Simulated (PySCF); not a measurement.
# Correlation energy of N²⁺ (nitrogen, charge +2)

[He] 2s2 2p1, 2P determinant. All numbers are calculated (PySCF 2.14, the non-relativistic Hamiltonian (point nucleus), in def2-TZVP (5s3p2d1f, 31 functions)). Frozen: 1s2; 3 electrons correlated.

MP2 pair energies summed by pair of shells (mhartree):

```tsv
pair	energy	share (%)
2s-2s	-32.68	59.0
2s-2p	-22.74	41.0
```

Total MP2 correlation energy: -55.42 mhartree.

Same-spin part -3.44 and opposite-spin part -51.98 mhartree; SCS-MP2 scales them by 1/3 and 6/5 to -63.52 mhartree.

```
  level  correlation energy (mhartree)
   CCSD                         -82.33
    (T)                          -1.02
CCSD(T)                         -83.35
```

Diagnostics: T1 = 0.0068, D1 = 0.0132, largest double amplitude 0.137.

Is a single reference adequate?

Mostly. T1 lies below 0.03, but a double amplitude of this size points to a near-degeneracy that CCSD handles and MP2 describes poorly.
